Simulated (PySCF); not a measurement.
Ligands exchanged one at a time, Ga F-CH3. Gas-phase values, no solvent. Strings in code marks are SMILES.

The brightest of the four lowest singlets (TDA) from two functionals at the same geometries (B3LYP-D3(BJ)/def2-TZVP), both in PySCF: PBE-D3(BJ)/def2-TZVP and B3LYP-D3(BJ)/def2-TZVP. B3LYP has the VWN-RPA correlation part, as in Gaussian. Excitations are Tamm–Dancoff values on a coarser integration grid. The basis has no diffuse functions, so Rydberg states are missing or too high.

```json
[
 {"species": "1 of 3 F replaced by CH3 (`[Ga]([CH3])([F])[F]`)", "B3LYP-D3(BJ)/def2-TZVP (eV)": "7.54"},
 {"species": "2 of 3 F replaced by CH3", "B3LYP-D3(BJ)/def2-TZVP (eV)": "7.00"},
 {"species": "3 of 3 F replaced by CH3 (`[CH3][Ga]([CH3])[CH3]`)", "B3LYP-D3(BJ)/def2-TZVP (eV)": "6.68"}
]
```

Problem. What does PBE-D3(BJ)/def2-TZVP give for each?

Solution. 
- 1 of 3 F replaced by CH3 (`[Ga]([CH3])([F])[F]`): 6.95
- 2 of 3 F replaced by CH3: 6.60
- 3 of 3 F replaced by CH3 (`[CH3][Ga]([CH3])[CH3]`): 6.29
Over these rows, drawn at random from the members with no instability flagged (it was tested for open shells, ions and some series alone), PBE minus B3LYP-D3(BJ): mean -0.46 eV, from -0.59 eV to -0.39 eV.
